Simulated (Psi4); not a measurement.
H₁₀Si₄, triplet, at the geometry of the source list (a higher spin typed on purpose: for a closed-shell molecule this is an excited state); BHHLYP/STO-3G (Psi4).

Psi4 was given this input:
```
memory 2 GB

molecule mol {
0 3
Si    2.098800   -0.873000    0.892900
Si    1.094900    1.112000    0.257600
Si   -0.717300    0.797700   -1.162400
Si   -2.374600   -0.521200   -0.232300
H     3.280500   -0.736400    1.746500
H     1.154600   -1.721800    1.625400
H     2.525300   -1.643100   -0.279300
H     2.093500    2.032300   -0.310600
H     0.632100    1.835000    1.455500
H    -0.234300    0.176000   -2.408200
H    -1.281500    2.072900   -1.634200
H    -2.842000    0.042300    1.037700
H    -3.566900   -0.711800   -1.060400
H    -1.863200   -1.860900    0.071800
}

set {
  basis sto-3g
  reference uks
}

energy('bhhlyp')
print_variables()
```

### Question
Write the output that Psi4 gives for this input, abridged.

### Answer

```
   => Loading Basis Set <=

    Name: STO-3G
    Role: ORBITAL
    Keyword: BASIS

         ---------------------------------------------------------
                                   SCF
               by Justin Turney, Rob Parrish, Andy Simmonett
                          and Daniel G. A. Smith
                              UKS Reference
         ---------------------------------------------------------

  ==> Geometry <==

    Molecular point group: c1
    Full point group: C1

    Geometry (in Angstrom), charge = 0, multiplicity = 3:

       Center              X                  Y                   Z               Mass
    ------------   -----------------  -----------------  -----------------  -----------------
         SI           2.076294509777    -0.986968625798     0.946888629330    27.976926534650
         SI           1.072394509777     0.998031374202     0.311588629330    27.976926534650
         SI          -0.739805490223     0.683731374202    -1.108411370670    27.976926534650
         SI          -2.397105490223    -0.635168625798    -0.178311370670    27.976926534650
         H            3.257994509777    -0.850368625798     1.800488629330     1.007825032230
         H            1.132094509777    -1.835768625798     1.679388629330     1.007825032230
         H            2.502794509777    -1.757068625798    -0.225311370670     1.007825032230
         H            2.070994509777     1.918331374202    -0.256611370670     1.007825032230
         H            0.609594509777     1.721031374202     1.509488629330     1.007825032230
         H           -0.256805490223     0.062031374202    -2.354211370670     1.007825032230
         H           -1.304005490223     1.958931374202    -1.580211370670     1.007825032230
         H           -2.864505490223    -0.071668625798     1.091688629330     1.007825032230
         H           -3.589405490223    -0.825768625798    -1.006411370670     1.007825032230
         H           -1.885705490223    -1.974868625798     0.125788629330     1.007825032230

  Running in c1 symmetry.

  Rotational constants: A =      0.11456  B =      0.03822  C =      0.03143 [cm^-1]
  Rotational constants: A =   3434.40511  B =   1145.87432  C =    942.13531 [MHz]
  Nuclear repulsion =  325.224360223590566

  Charge       = 0
  Multiplicity = 3
  Electrons    = 66
  Nalpha       = 34
  Nbeta        = 32

  ==> Algorithm <==

  SCF Algorithm Type is DF.
  DIIS enabled.
  MOM disabled.
  Fractional occupation disabled.
  Guess Type is SAD.
  Energy threshold   = 1.00e-06
  Density threshold  = 1.00e-06
  Integral threshold = 1.00e-12

  ==> Primary Basis <==

  Basis Set: STO-3G
    Blend: STO-3G
    Number of shells: 30
    Number of basis functions: 46
    Number of Cartesian functions: 46
    Spherical Harmonics?: true
    Max angular momentum: 1

  ==> DFT Potential <==

   => LibXC <=

    Version 7.1.2
    S. Lehtola, C. Steigemann, M. J. T. Oliveira, and M. A. L. Marques,  SoftwareX 7, 1–5 (2018) (10.1016/j.softx.2017.11.002)

   => Composite Functional: BHANDHLYP <=

    BHandHLYP Hyb-GGA Exchange-Correlation Functional

    A. D. Becke,  J. Chem. Phys. 98, 1372 (1993) (10.1063/1.464304)
    Defined through Gaussian implementation.

    Deriv               =              1
    GGA                 =           TRUE
    Meta                =          FALSE

    Exchange Hybrid     =           TRUE
    MP2 Hybrid          =          FALSE

   => Exchange Functionals <=

    0.5000         Becke 88

   => Exact (HF) Exchange <=

    0.5000               HF

   => Correlation Functionals <=

    1.0000   Lee, Yang & Parr

   => LibXC Density Thresholds  <==

    XC_HYB_GGA_XC_BHANDHLYP:  1.00E-15

   => Molecular Quadrature <=

    Radial Scheme          =       TREUTLER
    Pruning Scheme         =           NONE
    Nuclear Scheme         =       TREUTLER

    Blocking Scheme        =         OCTREE
    BS radius alpha        =              1
    Pruning alpha          =              1
    Radial Points          =             75
    Spherical Points       =            302
    Total Points           =         296369
    Total Blocks           =           2269
    Max Points             =            256
    Max Functions          =             41
    Weights Tolerance      =       1.00E-15

   => Loading Basis Set <=

    Name: (STO-3G AUX)
    Role: JKFIT
    Keyword: DF_BASIS_SCF

  ==> Integral Setup <==

  SCF_SUBTYPE=INCORE selected. In-core MEM_DF algorithm will be used.
  Using in-core AOs.

  ==> MemDFJK: Density-Fitted J/K Matrices <==

    J tasked:                   Yes
    K tasked:                   Yes
    wK tasked:                   No
    Algorithm:                 Core
    Schwarz Cutoff:           1E-12
    Mask sparsity (%):       9.6408
    Fitting Condition:        1E-10

   => Auxiliary Basis Set <=

  Basis Set: (STO-3G AUX)
    Blend: DEF2-UNIVERSAL-JKFIT
    Number of shells: 212
    Number of basis functions: 692
    Number of Cartesian functions: 820
    Spherical Harmonics?: true
    Max angular momentum: 4

  Minimum eigenvalue in the overlap matrix is 2.8179975286E-01.
  Reciprocal condition number of the overlap matrix is 1.4122778621E-01.
    Using symmetric orthogonalization.

  ==> Pre-Iterations <==

  SCF Guess: Superposition of Atomic Densities via on-the-fly atomic UHF (no occupation information).

   -------------------------
    Irrep   Nso     Nmo
   -------------------------
     A         46      46
   -------------------------
    Total      46      46
   -------------------------

  ==> Iterations <==

                           Total Energy        Delta E     RMS |[F,P]|

   @DF-UKS iter SAD: -1146.96491664986752   -1.14696e+03   0.00000e+00
   @DF-UKS iter   1: -1150.20678570391283   -3.24187e+00   4.50739e-03 ADIIS/DIIS
   @DF-UKS iter   2: -1150.24483313449468   -3.80474e-02   2.11241e-03 ADIIS/DIIS
   @DF-UKS iter   3: -1150.25469791073988   -9.86478e-03   4.01930e-04 ADIIS/DIIS
   @DF-UKS iter   4: -1150.25670829175624   -2.01038e-03   2.63282e-04 ADIIS/DIIS
   @DF-UKS iter   5: -1150.25783113774128   -1.12285e-03   1.51197e-04 ADIIS/DIIS
   @DF-UKS iter   6: -1150.25844391058945   -6.12773e-04   4.08392e-05 DIIS
   @DF-UKS iter   7: -1150.25846796317592   -2.40526e-05   1.44358e-05 DIIS
   @DF-UKS iter   8: -1150.25847082487053   -2.86169e-06   4.07009e-06 DIIS
   @DF-UKS iter   9: -1150.25847097150449   -1.46634e-07   1.08746e-06 DIIS
   @DF-UKS iter  10: -1150.25847098292502   -1.14205e-08   2.98073e-07 DIIS
  Energy and wave function converged.

  ==> Post-Iterations <==

   Electrons on quadrature grid:
      Nalpha   =   33.9999891731 ; deviation = -1.083e-05
      Nbeta    =   31.9999913447 ; deviation = -8.655e-06
      Ntotal   =   65.9999805177 ; deviation = -1.948e-05

   @Spin Contamination Metric:   2.153791434E-03
   @S^2 Expected:                2.000000000E+00
   @S^2 Observed:                2.002153791E+00
   @S   Expected:                1.000000000E+00
   @S   Observed:                1.000000000E+00

    Orbital Energies [Eh]
    ---------------------

    Alpha Occupied:

[...]
      34A      0.068133

    Alpha Virtual:

[...]
    Beta Occupied:

[...]
    Beta Virtual:

[...]
    Final Occupation by Irrep:
              A
    DOCC [    32 ]
    SOCC [     2 ]
    NA   [    34 ]
    NB   [    32 ]

  @DF-UKS Final Energy: -1150.25847098292502

   => Energetics <=

    Nuclear Repulsion Energy =            325.2243602235905655
    One-Electron Energy =               -2248.9281145843801824
    Two-Electron Energy =                 818.4610739965554558
    DFT Exchange-Correlation Energy =     -45.0157906186910353
    Empirical Dispersion Energy =           0.0000000000000000
    VV10 Nonlocal Energy =                  0.0000000000000000
    Total Energy =                      -1150.2584709829252461

  UHF NO Occupations:
  HONO-2 :   32  A 1.9996660
  HONO-1 :   33  A 1.0000000
  HONO-0 :   34  A 1.0000000
  LUNO+0 :   35  A 0.0003340
  LUNO+1 :   36  A 0.0003104
  LUNO+2 :   37  A 0.0001968
  LUNO+3 :   38  A 0.0001080

Computation Completed

Properties will be evaluated at   0.000000,   0.000000,   0.000000 [a0]

Properties computed using the SCF density matrix

 Multipole Moments:

 ------------------------------------------------------------------------------------
     Multipole            Electronic (a.u.)      Nuclear  (a.u.)        Total (a.u.)
 ------------------------------------------------------------------------------------

 L = 1.  Multiply by 2.5417464519 to convert [e a0] to [Debye]
 Dipole X            :          0.3625635           -0.3062535            0.0563100
 Dipole Y            :          1.8363037           -1.5503867            0.2859170
 Dipole Z            :         -0.8698447            0.7344412           -0.1354035
 Magnitude           :                                                    0.3213308

 ------------------------------------------------------------------------------------

  Variable Map:
  ----------------------------------------------------------------------------
[...]
  Array Variable Map:
  ----------------------------------------------------------------------------
[...]
[...]
```
